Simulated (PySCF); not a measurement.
Computed with PBE-D3(BJ)/def2-TZVPD // CAM-B3LYP-D3(BJ)/def2-TZVPD run with PySCF. All species are isolated molecules in the gas phase. 

Reference species (SMILES): `[O-][SiH2]F` (charge -1, multiplicity 1).

```yaml
HOMO: -0.18 eV
```

Changed species: `[O-][SiH2]Cl` (X = chloro, proton removed; the reference has X = fluoro, proton removed).

Task: Predict the effect on the HOMO.

Result: the HOMO decreases by 0.45 eV, to -0.63 eV.
